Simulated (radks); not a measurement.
Values are calculated unless marked as measured or tabulated.
Valence configurations of Ir III (all share [Xe]). Level of theory: scalar-relativistic Kohn-Sham, r2SCAN, spin-polarised, spherical densities, finite nucleus; open shells are filled with parallel spins first (spin-orbit coupling, left out, can overturn this in heavy ions); meta-GGA in the generalised Kohn-Sham scheme; Fermi nuclear charge, rms radius 5.4032 fm (a radial shooting solver on a logarithmic mesh with Libxc functionals). Energies are relative to 4f14 5d7; eigenvalues in eV for spin up.

valence           E (eV)  moment (Bohr magnetons)    e(4f)    e(5d)    e(6p)    e(6s)
4f14 5d7           0.000                        3  -80.583  -25.593        -        -
4f14 5d6 6s1       0.791                        5  -84.307  -28.665        -  -24.110
4f13.5 5d7.5      29.656                        3  -86.365  -26.217        -        -
4f13.5 5d7 6p0.5  34.833                        4  -89.066  -28.462  -15.107        -
4f13 5d8          61.366                        3  -92.241  -26.831        -        -
4f13 5d7 6s1      64.159                        5  -96.165  -30.071        -  -24.349
4f13 5d7 6p1      72.887                        5  -97.737  -31.377  -16.356        -
4f12 5d8 6s1      135.85                        5  -108.38  -31.437        -  -24.534
4f12 5d7 6s2      143.04                        5  -112.70  -34.632        -  -25.619
4f12 5d7 6p2      159.14                        7  -115.63  -37.356  -18.726        -

NIST lists [Xe] 4f14 5d7 as the ground configuration; this level of theory agrees among the configurations tried. The energies are those of spherical high-spin densities, not of single terms.
